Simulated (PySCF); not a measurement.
Te(I)(iPr) (C₃H₇ITe), SMILES CC(C)[Te]I.

Geometry: PBE-D3(BJ)/def2-SVP. The def2 effective core potentials stand for the cores of I, Te; spin–orbit coupling is left out. The values are those of a single conformer.

All values below come from PySCF with PBE-D3(BJ)/def2-SVP.

Frequencies are harmonic and unscaled.

```json
[
 {"mode": "1", "ν (cm⁻¹)": "42", "IR (km/mol)": "0.0", "moving atoms (share of kinetic energy)": "C 55 %, H 30 %, Te 9 %"},
 {"mode": "2", "ν (cm⁻¹)": "77", "IR (km/mol)": "0.3", "moving atoms (share of kinetic energy)": "C 42 %, I 22 %, Te 21 %, H 15 %"},
 {"mode": "3", "ν (cm⁻¹)": "190", "IR (km/mol)": "2.1", "moving atoms (share of kinetic energy)": "I 48 %, Te 32 %, C 14 %"},
 {"mode": "4", "ν (cm⁻¹)": "222", "IR (km/mol)": "0.9", "moving atoms (share of kinetic energy)": "H 55 %, C 27 %, Te 15 %"},
 {"mode": "5", "ν (cm⁻¹)": "239", "IR (km/mol)": "1.1", "moving atoms (share of kinetic energy)": "H 66 %, C 23 %, Te 10 %"},
 {"mode": "6", "ν (cm⁻¹)": "252", "IR (km/mol)": "0.5", "moving atoms (share of kinetic energy)": "C 47 %, H 44 %, Te 8 %"},
 {"mode": "7", "ν (cm⁻¹)": "273", "IR (km/mol)": "0.1", "moving atoms (share of kinetic energy)": "H 75 %, C 19 %"},
 {"mode": "8", "ν (cm⁻¹)": "381", "IR (km/mol)": "0.6", "moving atoms (share of kinetic energy)": "C 58 %, H 42 %"},
 {"mode": "9", "ν (cm⁻¹)": "477", "IR (km/mol)": "1.1", "moving atoms (share of kinetic energy)": "C 64 %, H 30 %"},
 {"mode": "10", "ν (cm⁻¹)": "872", "IR (km/mol)": "1.9", "moving atoms (share of kinetic energy)": "C 65 %, H 35 %"},
 {"mode": "11", "ν (cm⁻¹)": "899", "IR (km/mol)": "2.7", "moving atoms (share of kinetic energy)": "H 87 %, C 13 %"},
 {"mode": "12", "ν (cm⁻¹)": "927", "IR (km/mol)": "0.5", "moving atoms (share of kinetic energy)": "H 74 %, C 26 %"},
 {"mode": "13", "ν (cm⁻¹)": "975", "IR (km/mol)": "8.6", "moving atoms (share of kinetic energy)": "H 85 %, C 15 %"},
 {"mode": "14", "ν (cm⁻¹)": "1106", "IR (km/mol)": "0.3", "moving atoms (share of kinetic energy)": "C 62 %, H 38 %"},
 {"mode": "15", "ν (cm⁻¹)": "1120", "IR (km/mol)": "63.8", "moving atoms (share of kinetic energy)": "C 50 %, H 50 %"},
 {"mode": "16", "ν (cm⁻¹)": "1162", "IR (km/mol)": "31.4", "moving atoms (share of kinetic energy)": "H 67 %, C 33 %"},
 {"mode": "17", "ν (cm⁻¹)": "1290", "IR (km/mol)": "0.9", "moving atoms (share of kinetic energy)": "H 75 %, C 25 %"},
 {"mode": "18", "ν (cm⁻¹)": "1336", "IR (km/mol)": "11.0", "moving atoms (share of kinetic energy)": "H 73 %, C 27 %"},
 {"mode": "19", "ν (cm⁻¹)": "1347", "IR (km/mol)": "4.4", "moving atoms (share of kinetic energy)": "H 79 %, C 21 %"},
 {"mode": "20", "ν (cm⁻¹)": "1402", "IR (km/mol)": "3.7", "moving atoms (share of kinetic energy)": "H 96 %"},
 {"mode": "21", "ν (cm⁻¹)": "1406", "IR (km/mol)": "1.8", "moving atoms (share of kinetic energy)": "H 96 %"},
 {"mode": "22", "ν (cm⁻¹)": "1417", "IR (km/mol)": "11.1", "moving atoms (share of kinetic energy)": "H 97 %"},
 {"mode": "23", "ν (cm⁻¹)": "1426", "IR (km/mol)": "6.0", "moving atoms (share of kinetic energy)": "H 96 %"},
 {"mode": "24", "ν (cm⁻¹)": "2953", "IR (km/mol)": "22.6", "moving atoms (share of kinetic energy)": "H 97 %"},
 {"mode": "25", "ν (cm⁻¹)": "2956", "IR (km/mol)": "25.6", "moving atoms (share of kinetic energy)": "H 97 %"},
 {"mode": "26", "ν (cm⁻¹)": "3022", "IR (km/mol)": "0.6", "moving atoms (share of kinetic energy)": "H 92 %, C 8 %"},
 {"mode": "27", "ν (cm⁻¹)": "3037", "IR (km/mol)": "2.1", "moving atoms (share of kinetic energy)": "H 91 %, C 9 %"},
 {"mode": "28", "ν (cm⁻¹)": "3041", "IR (km/mol)": "14.5", "moving atoms (share of kinetic energy)": "H 91 %, C 9 %"},
 {"mode": "29", "ν (cm⁻¹)": "3059", "IR (km/mol)": "10.0", "moving atoms (share of kinetic energy)": "H 91 %, C 9 %"},
 {"mode": "30", "ν (cm⁻¹)": "3070", "IR (km/mol)": "7.3", "moving atoms (share of kinetic energy)": "H 91 %, C 9 %"}
]
```
